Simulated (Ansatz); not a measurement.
One change: `NB(Br)O[SiH3]` becomes `NB(O)O[SiH3]`.

Ansatz, PBE0-D4/def2-TZVP geometries, multiplicity 1. Each molecule was computed in one conformer, which needn't be the lowest.

Scalar relativity is left out up to krypton.

```
                                      property  `NB(Br)O[SiH3]`
            LUMO energy (PBE0/def2-TZVPP) / eV             0.19
         HOMO–LUMO gap (B3LYP/def2-TZVPP) / eV             7.70
size of the dipole moment (PBE/def2-TZVPP) / D             2.01
         HOMO energy (ωB97M-V/def2-TZVPP) / eV           -10.28
       HOMO–LUMO gap (ωB97M-V/def2-TZVPP) / eV            12.00
           LUMO energy (B3LYP/def2-TZVPP) / eV            -0.05
```

(1) Give the same properties after the change, and the shifts. (Estimate.)

Results:

(1) The calculation gave: 
```csv
property,`NB(O)O[SiH3]`,shift
LUMO energy (PBE0/def2-TZVPP) / eV,0.29,0.10
HOMO–LUMO gap (B3LYP/def2-TZVPP) / eV,7.47,-0.23
size of the dipole moment (PBE/def2-TZVPP) / D,2.73,0.72
HOMO energy (ωB97M-V/def2-TZVPP) / eV,-10.14,0.14
HOMO–LUMO gap (ωB97M-V/def2-TZVPP) / eV,11.83,-0.17
LUMO energy (B3LYP/def2-TZVPP) / eV,-0.03,0.02
```

With PBE0 the HOMO rises by 0.26 eV and the LUMO rises by 0.10 eV, so the gap narrows by about 0.16 eV. PBE moves the HOMO by 0.38 eV and ωB97M-V by 0.14 eV. The zero-point energy changes by 36.3 kJ/mol with +3 modes. Dipoles are sizes alone; their direction can turn.

B3LYP here is the variant with VWN-RPA as its local correlation; programs differ in this.

Spin–orbit coupling is left out; it splits and shifts lone-pair levels of the heavy atoms by tenths of an eV.
